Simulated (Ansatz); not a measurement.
`C1=NC[SiH2]1` at its PBE0-D4/def2-TZVP geometry, where that method's forces vanish. The species carries charge 0 and has multiplicity 1.

```xyz
9

C    -1.1619   -0.6388   -0.0164
N    -0.2949   -1.0440   -0.8710
C     0.8930   -0.1764   -0.6452
Si   -0.0807    0.6970    0.7287
H    -2.1449   -1.1042    0.0445
H     1.7645   -0.7741   -0.3700
H     1.1407    0.3856   -1.5482
H     0.3656    0.5356    2.1412
H    -0.4814    2.1193    0.5365
```

**Question.** What forces (eV/Å) does ωB97M-V/def2-TZVPP give on these atoms in Ansatz? (Best estimate.)

**Answer.** The calculation gave: 
```
C1  -0.105 -0.020  0.038
N2  -0.178 -0.123 -0.027
C3   0.258  0.158  0.017
Si4  0.044  0.121  0.098
H5   0.099  0.029 -0.024
H6  -0.083  0.053 -0.024
H7  -0.025 -0.053  0.083
H8  -0.057  0.015 -0.179
H9   0.048 -0.181  0.019
```
